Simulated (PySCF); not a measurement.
## Spinor energies of Ba³³⁺ (barium, charge +33)

Start: [Ar] 3d5; 3d3/2 filled at m_j = -3/2, -1/2, +1/2, +3/2; 3d5/2 filled at m_j = +5/2. Calculated with PySCF 2.14 in an even-tempered Gaussian basis (16 s from 5.9 bohr⁻², ratio 2.8; 12 p from 7.6 bohr⁻², ratio 2.8; 8 d from 7.6 bohr⁻², ratio 2.8; 3 f from 27 bohr⁻², ratio 3): generalised Hartree-Fock with the X2C-1e Hamiltonian and a Gaussian nucleus; one run each with spin-orbit coupling (SO) switched off, then screened by Boettger's factors.

```
spinor shell  electrons  ε, spin-free (eV)  ε, screened SO (eV)  weight of nominal j (screened SO)  rms radius, screened SO (bohr)
       1s1/2          2           -39147.5             -39141.9                              1.000                          0.0292
       2s1/2          2            -7531.6              -7529.3                              1.000                           0.118
       2p1/2          2            -6907.6              -7181.6                              0.999                           0.102
       2p3/2          4            -6907.6              -6783.7                              1.000                           0.107
       3s1/2          2            -2612.3              -2611.6                              1.000                           0.296
       3p1/2          2            -2404.6              -2475.5                              0.974                           0.286
       3p3/2          4            -2404.6              -2372.0                              0.987                           0.297
       3d3/2          4            -2165.0              -2167.5                              0.838                           0.262
       3d5/2          1            -2165.0              -2152.4                              1.000                           0.264
```

```tsv
quantity	spin-free	screened SO
E (hartree)	-7388.36196	-7391.81972
M_J	5/2	5/2
⟨J²⟩	8.750	8.764
⟨L²⟩	0.000	1.641
⟨S²⟩	8.750	6.067
```

Each row is a mean over spinors that exchange with the open shell spreads, by up to 38.363 eV (3p3/2).

Rows whose weight is well below 1 are mixtures of j = l ± 1/2: exchange outweighs spin-orbit coupling there, and the label is only the starting occupation.

Breit and QED terms are absent; they matter most for the inner s and p1/2 levels.

Densities and radii are taken from the X2C orbitals without a picture-change correction, which distorts them close to the nucleus.

Without spin-orbit coupling the j labels of p, d and f shells carry no meaning; the spin-free column gives the mean over the occupied spinors of each nl shell.
